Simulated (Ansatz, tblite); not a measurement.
Removing and adding an electron: the cluster Si4S4 (the lowest singlet isomer of a short search). Charge 0, multiplicity 1. Geometry: PBE-D4/def2-SVP. Ansatz, gas phase; energy differences of separate SCF runs; the oxidised species was run as a doublet alone; the reduced species was run as a doublet alone.

Cartesian coordinates in Å:
```
Si -1.2262 -0.1219 1.5929
Si 1.0249 1.7330 0.0724
Si 1.2917 -1.5460 0.0269
Si -1.0897 -0.0650 -1.6921
S 1.2700 0.1262 -1.6501
S -1.0615 -1.7951 -0.0751
S 1.1286 0.0674 1.7529
S -1.3379 1.6014 -0.0278
```

The xTB rows come from tblite. Correlated methods freeze 40 core orbitals. The rows differ in basis, and correlated rows in double-zeta sets carry the largest basis error. In CCSD on the charge 1 doublet the largest single amplitude is 0.16, so its Hartree–Fock determinant may place the open shell otherwise than the density functionals do. HOMO above LUMO, or a gap near zero within one spin, warns that the state may not be the lowest or that an electron is smeared out. The structure comes from a short search, and lower isomers may exist.

```
            level  −HOMO (eV)  vertical IE (eV)  −LUMO (eV)  vertical EA (eV)  HOMO–LUMO gap (eV)  IE − EA (eV)                                                                   remarks
         GFN1-xTB        8.37             10.59        5.27              3.41                3.11          7.18                                                                         –
         GFN2-xTB        9.70             11.93        7.13              4.85                2.56          7.08                                                                         –
      HF/def2-SVP           –              7.68           –                 –                   –             –                                                                         –
  PBE-D4/def2-SVP        5.63                 –        3.12              1.05                2.51             –  HOMO above zero (-1 doublet), gap within one spin near zero (-1 doublet)
 PBE-D4/def2-TZVP        5.51              7.71        3.07                 –                2.44             –                                gap within one spin near zero (+1 doublet)
 PBE0-D4/def2-SVP        6.60                 –        2.44              0.99                4.16             –                                              HOMO above zero (-1 doublet)
PBE0-D4/def2-TZVP        6.43              7.98        2.37                 –                4.06             –                                                                         –
 B2PLYP/def2-TZVP           –              7.89           –                 –                   –             –                                                                         –
     MP2/def2-SVP           –              8.02           –                 –                   –             –                                                                         –
    CCSD/def2-SVP           –              8.00           –                 –                   –             –                                                                         –
 CCSD(T)/def2-SVP           –              7.90           –                 –                   –             –                                                                         –
```

Relaxing the reduced species (PBE-D4/def2-SVPD) changes its energy by -0.55 eV at PBE-D4/def2-SVP, so the adiabatic electron affinity to this nearest minimum is 1.60 eV. At PBE0-D4/def2-SVP it is 1.61 eV. The highest occupied level of the relaxed charge -1 doublet lies above zero (up to 0.14 eV). By energy differences its removal costs 1.60 eV (each at its own geometry, to the charge 0 singlet, at PBE-D4/def2-SVP); self-interaction error and the lack of diffuse functions both raise the level.     A HOMO above zero means that the electron is unbound at that level or that self-interaction error raises the level; the energy of removing that electron tells which. Raw xTB energy differences between charge states are shifted by several eV; the methods need an empirical correction for them. Sets without diffuse functions give affinities that are too small.
